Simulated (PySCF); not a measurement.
# Computed data sheet: `O[SiH](O)[SiH]1CC1`

Compound: C₂H₈O₂Si₂.
Bonds: O1–Si2, Si2–O3, Si2–Si4, Si4–C5, C5–C6, Si4–C6. Hydrogens: H7 on O1; H8 on Si2; H9 on O3; H10 on Si4; H11, H12 on C5; H13, H14 on C6.

Structural features include: Si–H bond and C–Si bond.

From GFN2-xTB geometry:

- Point group of the GFN2-xTB geometry: C1
- Rotational constants A, B, C of the GFN2-xTB geometry: 4.694, 1.283, 1.135 GHz

wB97X-D/def2-SVPD ground state and vertical TDDFT (core frozen in the response) (PySCF):

- Dipole moment: 1.58 D
- HOMO energy: -8.63 eV
- LUMO energy: 1.25 eV
- HOMO–LUMO gap: 9.88 eV
- Lowest singlet excitation: 5.57 eV (223 nm, f = 0.003)
- Strongest line among the 8 lowest singlet transitions: S2 at 5.94 eV (209 nm, f = 0.227)
- Lowest triplet excitation (Tamm–Dancoff): 4.63 eV
- Static isotropic polarisability: 85.0 au
- Electronic spatial extent ⟨r²⟩ about the centre of nuclear charge: 1080 bohr²

PBE0/pcSseg-1 ground state and GIAO shieldings, non-relativistic (PySCF):

* Lowest Hirshfeld atomic charge: -0.32 e on O1
* Highest Hirshfeld atomic charge: +0.39 e on Si2
* 13C chemical shifts (computed TMS as zero) by class: -6.0 (C5/C6) ppm
* 1H chemical shifts (computed TMS as zero) by class: 5.51 (H8), 2.14 (H10), 1.58 (H7/H9), 0.45 (H11/H14), 0.35 (H12/H13) ppm
* Isotropic shieldings of nuclei other than C and H, by class: 283 (O1/O3), 351 (Si2), 535 (Si4) ppm
* Mayer bond orders between heavy atoms: O1–Si2 0.99, Si2–O3 1.06, Si2–Si4 0.88, Si4–C5 0.93, C5–C6 0.92, C6–Si4 0.92

Monoisotopic mass from the formula: 120.0063 u.

The dipole matches unit charges of opposite sign 0.33 Å apart (1 e·Å = 4.8032 D). The polarisability is 12.60 Å³ as a volume (1 au = 0.148185 Å³), or 1.33 au for each of the 64 electrons. The principal polarisabilities are 74.9, 76.4 and 103.8 au; their mean is the isotropic value. The 8 singlets span 5.57 to 7.55 eV, and their oscillator strengths add up to 0.34.

Isolated species at its GFN2-xTB geometry (one conformer only). NMR classes are plain means over equivalent atoms (diastereotopic ones count apart unless rotation or inversion swaps them), as if these changed places fast; in this geometry the members of some classes differ.

For the NMR shielding job (PBE0/pcSseg-1), hardware: one thread of an Arm Neoverse N1 (shared host). Cost: 33 s of wall time, 0.72 GiB resident at most.

Conformer computed: `[OH:1][SiH:2]([OH:3])[SiH:4]1[CH2:5][CH2:6]1`: O1–Si2–Si4–C5 -156°, H–O1–Si2–O3 178°, H–O3–Si2–O1 40°.
